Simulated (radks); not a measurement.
Results of a calculation; reference values are marked as such.
Charge is removed step by step from the 3s1/2 level of Cr+, starting from [Ar] 3d5. Code: a radial shooting solver on a logarithmic mesh with Libxc functionals. Model: Dirac Kohn-Sham, PBE, spin-unpolarised, spherical densities, point nucleus; open shells are shared between the two j in proportion to 2j + 1.

removed (e)  E - E(0) (eV)  eigenvalue (eV)  E minus straight line (eV)
0                    0.000          -80.968                       0.000
0.1                  8.165          -82.348                      -0.686
0.2                 16.471          -83.779                      -1.232
0.3                 24.923          -85.259                      -1.632
0.4                 33.525          -86.784                      -1.881
0.5                 42.281          -88.351                      -1.977
0.6                 51.196          -89.957                      -1.913
0.7                 60.274          -91.599                      -1.687
0.8                 69.517          -93.276                      -1.295
0.9                 78.930          -94.985                      -0.734
1                   88.515          -96.725                       0.000

Removing the whole electron costs 88.515 eV by Delta-SCF, against 80.968 eV from minus the eigenvalue at the starting occupation. Slater's transition state (half an electron removed) gives 88.351 eV. Integrating minus the eigenvalue over the occupation (Janak's theorem) gives 88.515 eV. The mean slope of the eigenvalue, de/dn, is 15.8 eV per electron.
